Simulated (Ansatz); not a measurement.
Cost and result for the atomization energy of C3H4F2Ge (`C#[C][Ge]([CH3])([F])[F]`) (10 atoms, 9 bonds).

```xyz
10

C    -2.546    0.821   -0.581
C    -1.520    0.494   -0.043
Ge    0.122   -0.031    0.719
C     1.540   -0.507   -0.480
F    -0.204   -1.343    1.791
F     0.639    1.246    1.758
H    -3.460    1.112   -1.046
H     1.226   -1.343   -1.105
H     1.786    0.346   -1.113
H     2.417   -0.795    0.099
```

The species carries charge 0 and has multiplicity 1. Correlated methods include outer-core shells of Ge, which these sets cover unevenly. Scalar relativity is left out up to krypton. The geometry is a stationary point of PBE0-D4/def2-TZVP. Program: Ansatz. All runs use 4 threads of an Arm Neoverse V2 on a shared host. Times are those of one run each, without the atoms' runs, and a repeat can differ threefold. Electronic energies, without spin–orbit coupling; frozen cores. CCSD(T)/CBS adds CCSD(T) − MP2 in def2-TZVPP to the MP2 limit, and its time is that of the two runs behind it. T1 = 0.012. With those shells the extrapolation isn't a true limit. B3LYP takes the VWN-RPA correlation (the form of Gaussian; ORCA's B3LYP/G).

CCSD(T)/CBS is a level of theory with its own doubt, some kJ/mol a heavy atom from the limit and from the frozen cores, so smaller differences don't rank the functionals.

| level | functions | wall time |
| --- | --- | --- |
| revPBE-D4/def2-TZVPP | 259 | 1.9 s |
| BLYP-D4/def2-TZVPP | 259 | 2.3 s |
| PBE-D4/def2-TZVPP (with forces) | 259 | 2.4 s |
| PBE0-D4/def2-TZVPP | 259 | 3.1 s |
| BHLYP-D4/def2-TZVPP | 259 | 3.5 s |
| B3LYP-D4/def2-TZVPP (with forces) | 259 | 5.5 s |
| PBE-QIDH/def2-TZVPP | 259 | 6.5 s |
| ωB97X-V/def2-TZVPP | 259 | 8 s |
| ωB97M-V/def2-TZVPP (with forces) | 259 | 12 s |
| CCSD(T)/def2-SVP | 122 | 13 s |
| MP2/def2-QZVPP | 494 | 23 s |
| CCSD(T)/def2-TZVPP | 259 | 5 min |
| CCSD(T)/CBS(def2) | – | 5.4 min |

(1) What atomization energy does each give, and how far from CCSD(T)/CBS? (Estimate.)

Answers

(1) The calculation gave: 
```
                            level  atomization (kcal/mol)  difference from CCSD(T)/CBS  per bond
             revPBE-D4/def2-TZVPP                   973.6                         -8.9      -1.0
               BLYP-D4/def2-TZVPP                   977.1                         -5.4      -0.6
  PBE-D4/def2-TZVPP (with forces)                  1002.9                         20.4       2.3
               PBE0-D4/def2-TZVPP                   978.8                         -3.7      -0.4
              BHLYP-D4/def2-TZVPP                   939.5                        -43.0      -4.8
B3LYP-D4/def2-TZVPP (with forces)                   973.3                         -9.2      -1.0
              PBE-QIDH/def2-TZVPP                   977.0                         -5.5      -0.6
               ωB97X-V/def2-TZVPP                   980.1                         -2.4      -0.3
 ωB97M-V/def2-TZVPP (with forces)                   978.3                         -4.2      -0.5
                 CCSD(T)/def2-SVP                   929.2                        -53.3      -5.9
                   MP2/def2-QZVPP                  1004.0                         21.5       2.4
               CCSD(T)/def2-TZVPP                   960.6                        -21.9      -2.4
                CCSD(T)/CBS(def2)                   982.5                          0.0       0.0
```

The D4 term adds +7.7 kcal/mol with B3LYP and +4.1 kcal/mol with PBE0; it sums over pairs of atoms, weighted by their polarisabilities, and B3LYP, whose exchange is more repulsive, gets the larger term. In def2-TZVPP, CCSD(T) changes the Hartree–Fock value by +248.1 kcal/mol (the triples alone add +18.1 kcal/mol) and MP2 by +278.5 kcal/mol; breaking electron pairs costs correlation energy, which Hartree–Fock lacks. From BLYP to BHLYP (50 % exact exchange), in def2-TZVPP and without D4, the atomization energy moves by −33.3 kcal/mol: exact exchange takes away binding that semilocal exchange gives to molecules.

For some Ge, Se and Sn compounds the MP2-based and the directly extrapolated limit differ by 10 to 25 kJ/mol.
